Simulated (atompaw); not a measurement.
# Plane-wave convergence, PAW (atompaw) potential for iron

iron, PAW, made with atompaw 4.2.0.5 (PBE, scalar-relativistic). Core [Ne], reference 3s2 3p6 3d6 4s2 4p0. Waves: 3s (bound); 4s (bound); 3p (bound); 4p (bound, empty); 3d (bound); 3d channel at 0.45 Ry. Local part: vpsmatchnc scheme with l = 3 at 0 Ry, radius 1.35 bohr. Core correction: smooth core density matched at 1.10 bohr. Augmentation charge: besselshape compensation charge, radius 1.15 bohr; PAW radius 1.55 bohr; waves and projectors: bloechl.

The pseudo-atom Hamiltonian at the reference potential is diagonalised in spherical Bessel functions j_l(qr) that vanish at 20 bohr, with q² up to the cutoff. All-electron valence levels (Ry): 3s -6.9102, 4s -0.3890, 3p -4.4131, 4p -0.0974, 3d -0.5516.

**Question.** How do the lowest levels (Ry) of each channel move with the cutoff, and are there ghosts?

**Answer.**

```
cutoff (Ry)     s #1     s #2    s #3     p #1     p #2    p #3     d #1    d #2    f #1    f #2  Σ f·Δε (mRy)
          8  -1.4847  -0.1035  0.0413  -0.9626  -0.0024  0.0859   0.0566  0.1333  0.1109  0.2345       35774.0
         15  -2.6418  -0.2438  0.0174  -1.7467  -0.0272  0.0690   0.0552  0.1272  0.1109  0.2345       28466.1
         21  -4.2887  -0.3321  0.0084  -2.3140  -0.0437  0.0617   0.0516  0.1130  0.1109  0.2345       21570.4
         30  -5.5140  -0.3616  0.0058  -3.1815  -0.0670  0.0542   0.0129  0.0737  0.1109  0.2345       13623.4
         45  -6.4621  -0.3785  0.0043  -3.9592  -0.0859  0.0497  -0.2582  0.0615  0.1109  0.2345        5400.3
         60  -6.7686  -0.3854  0.0037  -4.2325  -0.0925  0.0483  -0.4362  0.0604  0.1109  0.2345        2066.6
         80  -6.8718  -0.3881  0.0034  -4.3700  -0.0962  0.0476  -0.5154  0.0600  0.1109  0.2345         554.2
        100  -6.9009  -0.3888  0.0034  -4.4024  -0.0971  0.0474  -0.5422  0.0600  0.1109  0.2345         139.4
        140  -6.9095  -0.3889  0.0034  -4.4121  -0.0974  0.0473  -0.5509  0.0599  0.1109  0.2345          11.7
        200  -6.9102  -0.3890  0.0033  -4.4130  -0.0974  0.0473  -0.5516  0.0599  0.1109  0.2345           0.4
        260  -6.9102  -0.3890  0.0033  -4.4131  -0.0974  0.0473  -0.5516  0.0599  0.1109  0.2345           0.1
        400  -6.9102  -0.3890  0.0033  -4.4131  -0.0974  0.0473  -0.5516  0.0599  0.1109  0.2345           0.0
```

Result: no extra level below or beside the all-electron valence levels (s, p, d, f tested); 10 mRy is reached at 160 Ry and 1 mRy at 200 Ry.
